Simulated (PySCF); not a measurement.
Simulated Cl 2p region for `[Cl+]1[GaH2-][Cl+][GaH2-]1`, binding energy against the vacuum level.

Every computed line was given a Gaussian of 0.4 eV full width at half maximum and an area set by the number of equivalent atoms (split 2:1 within a doublet); the highest printed point is 100. Computed, not measured: PySCF, delta-SCF UKS SCAN, pcX-2 on the ionised atom, pcseg-1 elsewhere, spin-free X2C.

binding energy (eV), intensity and a bar:
```
    205.4          1 
    205.5          3 #
    205.6         13 ####
    205.7         37 ###########
    205.8         72 ######################
    205.9        100 ##############################
    206.0         98 #############################
    206.1         67 ####################
    206.2         33 ##########
    206.3         11 ###
    206.4          3 #
    206.5          0 
    206.6          0 
    206.7          0 
    206.8          0 
    206.9          0 
    207.0          0 
    207.1          1 
    207.2          3 #
    207.3         11 ###
    207.4         26 ########
    207.5         44 #############
    207.6         52 ###############
    207.7         43 #############
    207.8         25 ########
    207.9         11 ###
    208.0          3 #
    208.1          1
```

**Question.** Count the maxima, the lines and the sites behind this envelope.

**Answer.** The curve has 2 maxima (at 205.9 and 207.6 eV). Under it lie 2 lines from 1 inequivalent chlorine site, drawn as a 2p3/2, 2p1/2 pair.

**Question.** Decompose the envelope and assign each component. Numbering: `[Cl+:1]1[GaH2-:2][Cl+:3][GaH2-:4]1`.

**Answer.** 
```tsv
position (eV)	relative area	line	atoms	environment
205.94	1.33	Cl 2p3/2	Cl1/Cl3	chlorine bonded to 2 Ga
207.60	0.67	Cl 2p1/2	Cl1/Cl3	chlorine bonded to 2 Ga
```

Shake-up satellites, vibrational structure and lifetime widths aren't simulated. Atoms equivalent by their bonding share one computed value, that of the first of them. Spin–orbit coupling isn't in the SCF: each 2p doublet comes from a relaxed spin-free hole plus a matrix of the shell (mean-field spin–orbit coupling and the ground-state 2p splitting), with 2p3/2 averaged over its two sublevels. 2p1/2 minus 2p3/2 (ligand field included): Cl 1.65 eV. Isolated species at its PBE0-D3(BJ)/def2-SVP geometry, gas phase.
